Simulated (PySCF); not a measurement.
Run record: geometry optimisation, `Clc1ccccc1` (chlorobenzene).

Method: CAM-B3LYP/def2-SV(P) geometry optimisation, gas phase (PySCF 2.14.0). Start geometry: GFN2-xTB. The input is one job of a driver script: a line of settings, then coordinates in Å.

Input:
```
{"job": {"xc": "CAM-B3LYP", "basis": "def2-SV(P)", "grid": 1, "kind": "geom"}, "charge": 0, "multiplicity": 1}
Cl     3.042687     0.218554    -0.005508
C      1.316441     0.094595    -0.004410
C      0.549692     1.248321     0.010284
C     -0.830312     1.141913     0.011278
C     -1.435959    -0.103330    -0.000586
C     -0.657981    -1.248812    -0.015506
C      0.723057    -1.157157    -0.017145
H      1.028559     2.214907     0.021523
H     -1.432451     2.037986     0.022778
H     -2.512696    -0.180709     0.003034
H     -1.125473    -2.221816    -0.024227
H      1.335634    -2.045137    -0.027543
```

Output:
```
step   0  E = -691.39746102  max force = 0.009730
step   1  E = -691.39849363  max force = 0.002983
step   2  E = -691.39850708  max force = 0.001650
step   3  E = -691.39851808  max force = 0.000902
step   4  E = -691.39851956  max force = 0.000578
step   5  E = -691.39852060  max force = 0.000526
step   6  E = -691.39852159  max force = 0.000092
optimisation converged
```

Energies in Eh; «max force» is the largest Cartesian gradient component in Eh/bohr.

Question: Give the first gradient maximum in eV/Å.

Answer: With 1 Eh/bohr = 51.422 eV/Å, 0.500 eV/Å.

Question: How much energy does the optimisation release, in kcal/mol?

Answer: E(step 0) − E(last step) = 0.001061 Eh, which is 0.7 kcal/mol.

Main results: final energy -691.39852 Eh after 6 steps; dipole 1.56 D.

Question: Give the final coordinates.

Answer: 0.016 Å rms from the input after alignment:
```
atom  x, y, z in Å
Cl1    4.1870    0.4342    0.0095
C2     2.4521    0.3067    0.0128
C3     1.6787    1.4649    0.0282
C4     0.2902    1.3556    0.0307
C5    -0.3189    0.1023    0.0180
C6     0.4675   -1.0481    0.0027
C7     1.8570   -0.9524    0.0000
H8     2.1673    2.4409    0.0381
H9    -0.3200    2.2626    0.0427
H10   -1.4088    0.0220    0.0200
H11   -0.0031   -2.0348   -0.0074
H12    2.4833   -1.8463   -0.0119
```

Question: Estimate the wall time. Hardware: one thread, Arm Neoverse V1 (aarch64), shared host. And the peak memory of the process?

Answer: About 41 s, with 0.58 GiB resident at the peak, the Python interpreter and its libraries included.
Labels such as C1 count atoms from 1, the log's own numbers from 0.
